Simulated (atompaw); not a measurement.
**Cd (Z = 48): one change to a PAW (atompaw) potential, before and after**

* Element: cadmium
* Generator: atompaw 4.2.0.5
* Type: PAW
* Functional: PBE
* Relativity: scalar-relativistic
* Frozen core: [Ar] 3d10 4s2
* Valence charge: 18
* Reference configuration: 4p6 4d10 5s1.5 5p0 (charge +0.5)
* Partial waves: 5s (bound): rc 2.35 bohr; 5s channel at 0.05 Ry: rc 2.35 bohr; 4p (bound): rc 1.25 bohr; 5p (bound, empty): rc 1.70 bohr; 4d (bound): rc 2.35 bohr; 4d channel at 0.8 Ry: rc 2.35 bohr
* Local potential: bessel scheme, radius 1.90 bohr
* Core correction: smooth core density matched at 1.20 bohr
* Augmentation charge: sinc compensation charge, radius 1.90 bohr; PAW radius 2.35 bohr; waves and projectors: custom polynom vanderbiltortho

Change: augmentation sinc compensation charge, radius 1.90 bohr; PAW radius 2.35 bohr; waves and projectors: custom rrkj gramschmidtortho.

Cutoffs: the cutoffs (Ry, on a coarse ladder) from which the occupation-weighted sum of valence levels, in a spherical-Bessel basis at the reference potential, stays within 10 and 1 mRy of its value at 400 Ry; they do not see the model core or the augmentation charge, which bear on the density cutoff.

Problem. What does the change do?

Solution. The potential gets neither clearly harder nor softer (60 Ry and 90 Ry → 55 Ry and 100 Ry); the p channel sets the loose cutoff, while the largest relative change is in d, which becomes harder; the range in which the s phases agree widens (upper end 1.8 → 4.0); the range in which the d phases agree narrows (upper end at the end of the scan → 2.0); neither file shows a bound ghost.

| quantity | base | changed |
| --- | --- | --- |
| cutoff, loose | 60 Ry | 55 Ry |
| cutoff, tight | 90 Ry | 100 Ry |
| loose cutoff by channel (10 mRy a level) | s 6 Ry, p 40 Ry, d 15 Ry | s 6 Ry, p 45 Ry, d 18 Ry |
| bound ghosts | none | none |
| s: phases at 2.37 bohr within 0.05 rad from the reference energy up to (Ry; the scan ends near 5) | 1.8 | 4.0 |
| p: phases at 2.37 bohr within 0.05 rad from the reference energy up to (Ry; the scan ends near 5) | to the end of the scan | to the end of the scan |
| d: phases at 2.37 bohr within 0.05 rad from the reference energy up to (Ry; the scan ends near 5) | to the end of the scan | 2.0 |
| lowest overlap eigenvalue by channel | s 0.17, p 0.45, d 0.91 | s 0.40, p 0.06, d 0.86 |

 The cutoffs see the waves, projectors and local potential, not the compensation charge or the core.
